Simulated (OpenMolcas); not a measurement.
# Pt2+ in SrF2: curves along the breathing mode

Pt2+ with its 8 nearest fluoride ions, on the Sr site of SrF2 (a = 5.796 Å, distance in the model lattice 2.510 Å). The rest of the host is ab initio model potentials to 7.6 Å and point charges beyond; the distance is set by hand and nothing relaxes. Ligand basis ANO-RCC-VDZP.

```json
{
  "Program": "OpenMolcas",
  "Method": "SS-CASPT2, IPEA 0.25 Eh, imaginary shift 0.1 Eh (closed shells correlated: 5s 5p and the ligand valence shells)",
  "Basis": "ANO-RCC-VDZP [7s6p4d2f]",
  "Scalar Hamiltonian": "DKH2, point nucleus",
  "Active space": "8 electrons in 5 orbitals (5d)",
  "State averaging": "2S+1 = 3 even, 10 roots; 2S+1 = 1 even, 15 roots",
  "Spin-orbit coupling": "RASSI with atomic mean-field integrals over the reference wave functions"
}
```

Spin-free energies (labels of O, the rotations of Oh) in cm-1 above the lowest fitted minimum, as all ligands move together:

```csv
R (Å),3T1,1T2,1E,3A2,1A1,1T2(2),1T1
2.18,8550,17380,17970,35240,28470,31430,34500
2.232,2870,11730,12360,26350,22570,24390,27210
2.283,310,9200,9890,21130,19810,20660,23430
2.334,330,9290,10000,18900,19630,19890,22520
2.386,2690,11630,12410,19270,21730,21320,24010
2.437,7190,15890,16720,21900,25750,24940,27640
2.488,13110,21800,22700,26460,31460,30400,32950
```

Cubic fits give the following; the wavenumber is harmonic, with the mass of all moving ligands, small differences in it between states hang on the degree of the fit, a number in brackets counts states of one label, and the table is a selection of at most 14 states with clean curves.

| State | R0 (Å) | Breathing mode (cm-1) | Minimum (cm-1) |
| --- | --- | --- | --- |
| 3T1 | 2.307 | 460 | 0 |
| 1T2 | 2.307 | 456 | 8930 |
| 1E | 2.306 | 457 | 9630 |
| 3A2 | 2.351 | 461 | 18720 |
| 1A1 | 2.313 | 453 | 19390 |
| 1T2(2) | 2.327 | 460 | 19760 |
| 1T1 | 2.327 | 464 | 22450 |
| 1E(2) | 2.350 | 461 | 29970 |
| 1A1(2) | 2.343 | 466 | 45020 |

The minimum of 3A2 is shifted by +0.0443 Å against 3T1 (from the unrounded fits). With M = 152.0 u for the moving shell, the Huang-Rhys factor in this mode is S = M ω ΔR² / 2ħ = 0.01483 × 152.0 × 460 × 0.0443² = 2.03. Only the first shell moves, against a rigid host.

Roots that are degenerate in the reference are averaged as groups; the widest CASPT2 spread within a group is 420 cm-1 (the 3-fold group of multiplicity 1 near 25900 cm-1 above the lowest state of its run, R = 2.18). Shifts and gaps below about the spread of the groups concerned are not significant. Over all roots computed the reference weight is 0.67 to 0.68 in R = 2.18, 0.67 to 0.68 in R = 2.232, 0.67 to 0.68 in R = 2.283, 0.67 to 0.68 in R = 2.334, 0.67 to 0.68 in R = 2.386, 0.67 to 0.68 in R = 2.437, 0.67 to 0.68 in R = 2.488; a low but even weight reflects the number of correlated electrons. Real 4d8 and 5d8 ions are as a rule square planar and diamagnetic. Ligand-to-metal charge-transfer states are missing. With no ligand orbital active B as a rule stays too high, so bands that hang on it stand too high and its fall with covalency is understated. With one d shell and no ligand orbital active, 10Dq can be off by a tenth or more. Free-ion shares, where given, are those of the reference states; single-state CASPT2 does not remix them (holds for R = 2.334; R = 2.386; R = 2.437; R = 2.488). No measured value stands beside these numbers.
